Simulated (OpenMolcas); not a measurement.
# 4d3 along the 39-electron sequence

```yaml
Program: OpenMolcas
Method: SS-CASPT2, IPEA 0.25 Eh, imaginary shift 0.1 Eh
Basis: ANO-RCC-VQZP
Scalar_Hamiltonian: DKH2, point nucleus
Spin-orbit_coupling: state interaction with AMFI integrals over the reference wave functions, term energies averaged over their components
```

Active space for each ion: 3 electrons in 10 orbitals (4d 5d); closed shells correlated by CASPT2: 4s 4p.

Computed levels in cm-1 above 4F 3/2:

```
                               Level   Nb2+   Mo3+   Tc4+   Ru5+   Rh6+   Pd7+
                              4F 5/2    518    761   1038   1388   1809   2320
                              4F 7/2   1182   1720   2320   3070   3950   4990
                              4F 9/2   1951   2810   3760   4910   6210   7740
                              4P 3/2   8480  10420  12030  13610  14780  16280
                              4P 1/2   8640  10480  12090  13740  15030  16710
                              2G 7/2   9230  11480  13620  15770  17590  19870
                              2G 9/2   9830  12260  14530  16840  18790  21170
                              4P 5/2   9880  11800  13780  15930  17820  20220
                              2P 1/2  10040  13810  17060  20050  22600  25590
weight of 4F in the lowest level (%)     99     99     99     98     97     97
```

Mixed levels, with the weight of the term that names them: Nb2+ 4P 3/2 (54 %), Nb2+ 4P 1/2 (62 %), Nb2+ 2P 1/2 (62 %), Ru5+ 2G 9/2 (75 %), Rh6+ 2G 9/2 (68 %), Pd7+ 4P 3/2 (74 %), Pd7+ 2G 9/2 (62 %).

Measured, with the error of the calculation in %. Measured levels: Nb2+ from the list in Shadmi, J. Res. Natl. Bur. Stand. 70A, 435 (1966); Mo3+ from Sugar and Musgrove, J. Phys. Chem. Ref. Data 17, 155 (1988).

```tsv
Level	Nb2+	Mo3+
4F 5/2	516 (+0.4)	778 (-2.2)
4F 7/2	1177 (+0.5)	1760 (-2.3)
4F 9/2	1939 (+0.6)	2865 (-2.0)
4P 3/2		10331 (+0.9)
4P 1/2	8664 (-0.2)	10338 (+1.4)
2G 7/2	9236 (-0.1)	11580 (-0.8)
2G 9/2	9804 (+0.3)	12311 (-0.4)
4P 5/2	9594 (+3.0)	11612 (+1.6)
2P 1/2		14348 (-3.8)
```

The fine-structure level 4F 9/2 changes by a factor of 3.97 from Nb2+ to Pd7+. Its fourth root runs 6.65, 7.28, 7.83, 8.37, 8.88, 9.38, with steps per unit of Z of 0.63, 0.55, 0.54, 0.51, 0.50; equal steps would mean a (Z - σ)^4 law with constant σ.

4P 3/2 changes by a factor of 1.92 over the same range, with steps per unit of Z of +1940, +1610, +1580, +1170, +1500 cm-1.

Term energies are means over components that CASPT2 splits; among the terms shown or strongly mixed into the levels shown the widest spread is 810 cm-1 (4d3 4F, Pd7+). Active for correlation alone: 5d; no level in the range computed is led by a configuration that fills it, so any true level of that kind is missing. Measured partners are found by configuration, term and J. A level has none where our copy of the source lacks it or the pairing is in doubt (some pairs that miss far off the trend of their configuration count as doubtful), and it then counts in no deviation. Levels of configurations outside the active space are missing.
